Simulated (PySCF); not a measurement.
CH3Si, SMILES C=[SiH], multiplicity 2. Geometry optimised at PBE0-D3(BJ)/def2-TZVP. The isomer is the one that the SMILES or the coordinates give; other isomers of the formula were not compared.

Computed equilibrium geometry at PBE0-D3(BJ)/def2-TZVP (PySCF confirms it by a frequency run) as Cartesian coordinates in Å, and its point group:
point group Cs.
```xyz
5

C     -0.0571    -1.0956     0.0000
Si     0.1201     0.5996     0.0000
H      0.7776    -1.7854     0.0000
H     -1.0478    -1.5434     0.0000
H     -1.0685     1.5087     0.0000
```
Charge 0, spin multiplicity 2.
